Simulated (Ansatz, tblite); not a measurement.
Forces on Si₈H₆ at its PBE-D4/def2-SVP geometry. Charge 0, multiplicity 1.

The xTB rows come from tblite. The restricted singlet is unstable towards broken spin symmetry in Hartree–Fock (as tested in another run); at PBE-D4/def2-TZVP this wasn't settled. Another isomer (singlet) lies 0.70 eV lower at PBE0-D4/def2-TZVP; other spin states weren't run for this one.

GFN1-xTB (tblite), largest force 1.65 eV/Å:

```xyz
14
positions Å, forces eV/Å
Si    0.407   -0.995    1.436   -0.253   -0.383    0.406
Si    1.177    1.002    0.564    0.271    0.508    0.254
Si   -0.300   -2.303   -0.698   -0.077    0.038    0.060
Si    1.430   -2.978    0.790    0.207   -0.259    0.114
Si   -0.176    2.898    0.547    0.788    1.110    0.927
Si   -0.300   -1.424   -2.862   -0.258   -0.249   -0.602
Si   -0.069    0.237   -1.308   -0.052   -0.154   -0.404
Si   -1.566    1.947   -0.842   -1.244   -0.101   -0.740
H    -1.646   -2.885   -0.328    0.431    0.052   -0.108
H    -2.884    2.353   -1.443    0.476   -0.074    0.188
H     2.665    1.119    0.381   -0.507   -0.027    0.121
H    -0.295    3.983    1.583   -0.009   -0.361   -0.304
H     2.488   -2.116    0.067   -0.282   -0.182    0.155
H    -0.931   -0.837    2.113    0.509    0.081   -0.067
```

GFN2-xTB (tblite), largest force 1.47 eV/Å:

```
Si 0.542 -0.403 0.692
Si -0.236 -0.053 0.430
Si 0.316 -0.738 -0.348
Si -0.510 0.213 0.131
Si 0.530 1.093 0.563
Si -0.179 -0.020 0.466
Si 0.094 0.521 -1.376
Si -1.127 -0.158 -0.310
H 0.137 0.035 -0.022
H 0.484 -0.078 0.099
H -0.418 -0.072 0.098
H 0.075 -0.437 -0.216
H 0.026 -0.118 -0.076
H 0.266 0.216 -0.133
```

PBE-D4/def2-TZVP (Ansatz), largest force 0.16 eV/Å:

```
Si 0.005 -0.005 -0.088
Si -0.100 -0.009 -0.034
Si 0.008 0.049 -0.009
Si -0.035 0.141 -0.055
Si -0.023 -0.067 -0.014
Si -0.017 0.024 0.154
Si -0.025 -0.020 0.090
Si 0.085 0.034 0.008
H 0.114 0.050 -0.028
H 0.099 -0.036 0.052
H -0.122 -0.011 0.010
H 0.005 -0.084 -0.083
H -0.103 -0.057 0.056
H 0.110 -0.009 -0.057
```
